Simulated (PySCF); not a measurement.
**From a computed spectrum to the compound**

A species of 7 atoms with charge 3 has these harmonic modes (B3LYP, small Gaussian bases with core potentials, PySCF 2.14.0):

| cm⁻¹ | km/mol | symmetry |
| --- | --- | --- |
| 33 | 1.4 |  |
| 77 | 6.1 |  |
| 150 | 0.4 |  |
| 451 | 14.6 |  |
| 453 | 10.0 |  |
| 665 | 75.5 |  |
| 681 | 40.0 |  |
| 720 | 255.8 |  |
| 726 | 610.2 |  |
| 1654 | 223.2 |  |
| 1658 | 100.9 |  |
| 3410 | 1217.3 |  |
| 3427 | 24.0 |  |
| 3433 | 439.9 |  |
| 3445 | 712.2 |  |

Q: Which species is it, and in which structure?

A: [Yb(H2O)2]3+ (singlet in the valence; each metal's 4f electrons, 13 of them, lie in its core potential, out of spins and levels):
```xyz
7

Yb   -0.2109   -0.0637   -0.0024
O     0.9729    0.2509    1.7832
H     1.8387    0.7377    1.8865
H     0.7727   -0.0437    2.7177
O     0.9896    0.3416   -1.7601
H     1.8962   -0.0046   -1.9992
H     0.7518    0.9019   -2.5536
```
Ideal gas at 298.15 K and 1 bar: S = 350.8 J/(mol K), Cp = 83.4 J/(mol K), H − H(0 K) = 18.5 kJ/mol (rigid rotor, harmonic modes, spin degeneracy alone, that of the 4f electrons in the core included; the modes under 60 cm⁻¹ make these uncertain). An lcecp potential fixes the number of 4f electrons, so in runs with it no electron can move into or out of that shell.
 This is one of several that fit.
